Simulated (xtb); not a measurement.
C₂H₅O (SMILES CC[O-]), charge -1, singlet, from a rough starting geometry; GFN2-xTB run with xtb.

xtb was given this input:
```
$ xtb mol.xyz --gfn 2 --chrg -1 --opt vtight --json

# file mol.xyz
8

C      0.58650817    -0.49497491    -0.01178895
C     -0.53027601     0.51435132     0.00763766
O     -1.80045417    -0.31872506     0.00788330
H     -0.53215059     1.15177238     0.86737653
H     -0.52618191     1.13855913    -0.88117845
H      1.61037959     0.05249676     0.03440420
H      0.66254343    -1.06245761     0.86869097
H      0.54435820    -1.09996954    -0.90957276
```

### Question
What does xtb print? Leave out banner, timings and long lists.

### Answer

```
   ID    Z sym.   atoms
    1    6 C      1, 2
    2    8 O      3
    3    1 H      4-8

           -------------------------------------------------
          |                Calculation Setup                |
           -------------------------------------------------

           -------------------------------------------------
          |                 G F N 2 - x T B                 |
           -------------------------------------------------

          ...................................................
          :                      SETUP                      :
          :.................................................:
          :  # basis functions                  17          :
          :  # atomic orbitals                  17          :
          :  # shells                           11          :
          :  # electrons                        20          :
          :  max. iterations                   250          :
          :  Hamiltonian                  GFN2-xTB          :
          :  restarted?                      false          :
          :  GBSA solvation                  false          :
          :  PC potential                    false          :
          :  electronic temp.          300.0000000     K    :
          :  accuracy                    1.0000000          :
          :  -> integral cutoff          0.2500000E+02      :
          :  -> integral neglect         0.1000000E-07      :
          :  -> SCF convergence          0.1000000E-05 Eh   :
          :  -> wf. convergence          0.1000000E-03 e    :
          :  Broyden damping             0.4000000          :
          :  net charge                         -1          :
          :  unpaired electrons                  0          :
          ...................................................

 iter      E             dE          RMSdq      gap      omega  full diag
   1    -10.9836415 -0.109836E+02  0.525E+00   10.60       0.0  T
   2    -11.1116336 -0.127992E+00  0.210E+00    8.28       1.0  T
   3    -11.1144160 -0.278245E-02  0.121E+00    8.05       1.0  T
   4    -11.1148779 -0.461826E-03  0.388E-01    7.75       1.0  T
   5    -11.1150188 -0.140939E-03  0.165E-01    7.83       1.0  T
   6    -11.1150388 -0.200376E-04  0.373E-02    7.89       1.0  T
   7    -11.1150397 -0.887432E-06  0.771E-03    7.89       4.6  T
   8    -11.1150398 -0.707525E-07  0.351E-03    7.89      10.1  T
   9    -11.1150399 -0.515012E-07  0.448E-04    7.89      78.9  T
[...]
 * total energy  :   -11.0090533 Eh     change       -0.3908696E-10 Eh
 * total energy  :   -11.0274353 Eh     change       -0.1838204E-01 Eh
 * total energy  :   -11.0359465 Eh     change       -0.8511199E-02 Eh
 * total energy  :   -11.0387812 Eh     change       -0.2834697E-02 Eh
 * total energy  :   -11.0392859 Eh     change       -0.5046699E-03 Eh
 * total energy  :   -11.0393463 Eh     change       -0.6039238E-04 Eh
 * total energy  :   -11.0393485 Eh     change       -0.2241339E-05 Eh
 * total energy  :   -11.0393508 Eh     change       -0.2276647E-05 Eh
 * total energy  :   -11.0393512 Eh     change       -0.3859877E-06 Eh
 * total energy  :   -11.0393515 Eh     change       -0.3372572E-06 Eh
 * total energy  :   -11.0393517 Eh     change       -0.1618112E-06 Eh
 * total energy  :   -11.0393517 Eh     change       -0.1278492E-07 Eh
   *** GEOMETRY OPTIMIZATION CONVERGED AFTER 12 ITERATIONS ***
         :: total energy             -11.039351708544 Eh    ::
[...]
     1   6 C        3.742    -0.093    22.348     6.744
     2   6 C        3.639     0.204    17.712     6.053
     3   8 O        0.855    -0.765    30.554     7.411
     4   1 H        0.908    -0.141     7.275     4.220
     5   1 H        0.908    -0.141     7.276     4.220
     6   1 H        0.924    -0.040     3.849     3.068
     7   1 H        0.925    -0.011     3.264     2.825
     8   1 H        0.925    -0.011     3.264     2.825

 Mol. C6AA /au·bohr⁶  :        643.029089
 Mol. C8AA /au·bohr⁸  :      12260.630822
 Mol. α(0) /au        :         37.366771

Wiberg/Mayer (AO) data.
largest (>0.10) Wiberg bond orders for each atom

 ---------------------------------------------------------------------------
     #   Z sym  total        # sym  WBO       # sym  WBO       # sym  WBO
 ---------------------------------------------------------------------------
     1   6 C    3.975 --     7 H    0.992     8 H    0.992     6 H    0.990
                             2 C    0.926
     2   6 C    3.974 --     3 O    1.236     1 C    0.926     4 H    0.906
                             5 H    0.906
     3   8 O    1.443 --     2 C    1.236
     4   1 H    0.980 --     2 C    0.906
     5   1 H    0.980 --     2 C    0.906
     6   1 H    0.998 --     1 C    0.990
     7   1 H    1.000 --     1 C    0.992
     8   1 H    1.000 --     1 C    0.992
 ---------------------------------------------------------------------------

Topologies differ in total number of bonds
Writing topology from bond orders to xtbtopo.mol

molecular dipole:
                 x           y           z       tot (Debye)
 q only:        2.347      -0.028      -0.017
   full:        2.790       0.117      -0.022       7.099
molecular quadrupole (traceless):
                xx          xy          yy          xz          yz          zz
 q only:       -8.029      -0.732       3.591       0.101       0.009       4.438
  q+dip:      -10.426      -1.533       4.628       0.134       0.017       5.798
   full:      -10.105      -1.435       4.575       0.129       0.015       5.530

optimized geometry written to: xtbopt.xyz

           -------------------------------------------------
          | TOTAL ENERGY              -11.039351708544 Eh   |
          | GRADIENT NORM               0.000062713193 Eh/α |
          | HOMO-LUMO GAP              10.530646027087 eV   |
           -------------------------------------------------

normal termination of xtb
```
